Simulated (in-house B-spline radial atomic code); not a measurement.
## LC-wPBE excitations of Ge2+

Method: LC-wPBE. Computed with an all-electron radial atomic-structure program (B-spline basis): linear response of the closed shell [Ar] 3d10 4s2 with the functional's adiabatic kernel; scalar-relativistic (spin-free one-electron X2C), finite nucleus, no spin-orbit coupling, no double excitations, S, P, D and F terms only; shells from n = 2 respond. Only terms of natural parity with L up to 3 were computed.

Command:
```bash
python run_td.py task.json out
```
Settings (radii: box in bohr, nucleus in fm):
```
Z                        32
electrons                30
configuration            [Ar] 3d10 4s2
hamiltonian              x2c
method                   lc_wpbe
box_radius               29.48
rms_radius               4.0742
intervals                73
```

Run time, properties included: 2.9 s on 1 thread of Arm Neoverse N1 (shared host).

The lowest states, in the order of their Tamm-Dancoff energies; the method's threshold (minus the highest occupied level) is 33.25 eV. Labels give the largest channel, * marks a mixed state, and oscillator strengths are full-response dipole values. Semilocal kernels can invert the small singlet-triplet splittings of Rydberg terms. Energies in eV:

| state | full response | Tamm-Dancoff | oscillator strength |
| --- | --- | --- | --- |
| 4s → 4p 3P | 7.345 | 7.609 | - |
| 4s → 4p 1P | 11.220 | 11.634 | 1.63 |
| 4s → 5s 3S | 19.320 | 19.325 | - |
| 4s → 4d 3D | 19.814 | 19.834 | - |
| 4s → 5s 1S | ? | ? | - |
| 4s → 4d 1D | 20.446 | 20.456 | - |
| 4s → 5p 3P | 21.983 | 21.993 | - |
| 4s → 5p 1P | 22.338 | 22.382 | 0.00383 |
| 4s → 6s 3S | 25.507 | 25.509 | - |
| 4s → 4f 3F | 25.583 | 25.585 | - |
| 4s → 4f 1F | 25.625 | 25.625 | - |
| 4s → 5d 3D | 25.682 | 25.688 | - |
| 4s → 6s 1S | 25.706 | 25.715 | - |
| 4s → 5d 1D | 25.888 | 25.892 | - |
| 4s → 6p 3P | ? | ? | - |
| 4s → 6p 1P | 26.788 | 26.801 | 0.00964 |

Where does 4s → 6p 3P lie?

At 26.669 eV in full response, 26.673 eV in Tamm-Dancoff.

Where does 4s → 5s 1S lie?

At 19.976 eV in full response, 20.003 eV in Tamm-Dancoff.

How large is the singlet-triplet splitting of 4s → 4p (P terms) in Tamm-Dancoff?

4.03 eV, from the unrounded values.

What polarisabilities and dispersion coefficient does the method give?

Dipole 10.79 bohr³, quadrupole 29.38 bohr⁵, C6 42.68 hartree·bohr⁶ for two such species.
